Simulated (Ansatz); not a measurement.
Reaction (cleavage of the Si–Sn bond): `[SiH3][Sn]([SiH3])([Cl])[Cl]` + `CB(C)O` → `CB(C)O[SiH3]` + `[SiH3][SnH]([Cl])[Cl]`

Program: Ansatz. Geometries: PBE0-D4/def2-TZVP. ΔE: electronic, gas phase. CBS: MP2 limit from def2 TZ/QZ plus the TZ coupled-cluster correction, frozen cores. DFT in def2-TZVPP. B3LYP here is the variant with VWN-RPA as its local correlation; programs differ in this. def2 core potentials past Kr. For Sn outer-core shells are correlated without core-valence functions, which leaves a few kJ/mol of doubt a bond. One conformer a species, not always the lowest.

`[SiH3][Sn]([SiH3])([Cl])[Cl]`:

```xyz
11

Si    0.457   -0.725    2.187
Sn   -0.243   -0.568   -0.279
Si   -0.130    1.491   -1.810
Cl    0.967   -2.245   -1.387
Cl   -2.475   -1.285   -0.349
H    -0.353    0.239    2.972
H     1.899   -0.387    2.294
H     0.207   -2.115    2.638
H    -0.648    1.093   -3.140
H    -0.964    2.568   -1.220
H     1.283    1.935   -1.905
```

`CB(C)O`:

```xyz
11

C     0.604   -0.448    1.290
B    -0.064   -0.366   -0.128
C    -0.385    1.011   -0.822
O    -0.361   -1.549   -0.739
H     0.570   -1.451    1.718
H     1.658   -0.155    1.212
H     0.152    0.256    1.995
H    -0.667    0.935   -1.876
H    -1.217    1.495   -0.295
H     0.456    1.706   -0.744
H    -0.746   -1.433   -1.611
```

`CB(C)O[SiH3]`:

```xyz
14

C    -1.179    0.804   -0.425
B     0.044   -0.185   -0.518
C     0.450   -0.884   -1.861
O     0.799   -0.448    0.592
Si    0.700    0.059    2.158
H    -1.899    0.671   -1.236
H    -0.802    1.832   -0.507
H    -1.715    0.749    0.527
H     0.420   -0.187   -2.705
H     1.430   -1.361   -1.823
H    -0.292   -1.658   -2.096
H     1.850   -0.529    2.882
H     0.765    1.542    2.234
H    -0.570   -0.403    2.778
```

`[SiH3][SnH]([Cl])[Cl]`:

Z-matrix (Å, degrees):
```
Si
Sn 1 2.561
H 1 1.483 2 108.5
H 1 1.483 2 108.5 3 -120.1
H 1 1.481 2 107.1 3 119.9
Cl 2 2.332 1 107.6 3 -62.9
Cl 2 2.332 1 107.6 3 -176.4
H 2 1.703 1 123.2 3 60.3
```

CCSD(T)/CBS gives -42.6 kJ/mol.

Problem. Another level gave -41.4 kJ/mol. Which?
A. B3LYP-D4/def2-TZVPP
B. PBE0/def2-TZVPP
C. PBE-D4/def2-TZVPP
D. SCS-MP2/def2-TZVPP

Solution. A. B3LYP-D4 -41.4, SCS-MP2/def2-TZVPP -51.6, PBE0 -29.8, PBE-D4 -20.8 kJ/mol.

Largest T1 diagnostic among the species: 0.012.

Leaving LDA and LC-ωPBE aside and taking each functional with its dispersion term where it has one, the values, not all of them listed here, spread over 30.7 kJ/mol, from B97M-V to PBE-D4. LDA lies −5.5 kJ/mol from PBE without D4. From PBE to PBE0 (25 % exact exchange), in def2-TZVPP and without D4, ΔE moves by −8.4 kJ/mol.

CCSD(T)/CBS has its own doubt, a few kJ/mol and more with outer-core shells, so smaller differences from it don't rank the levels.
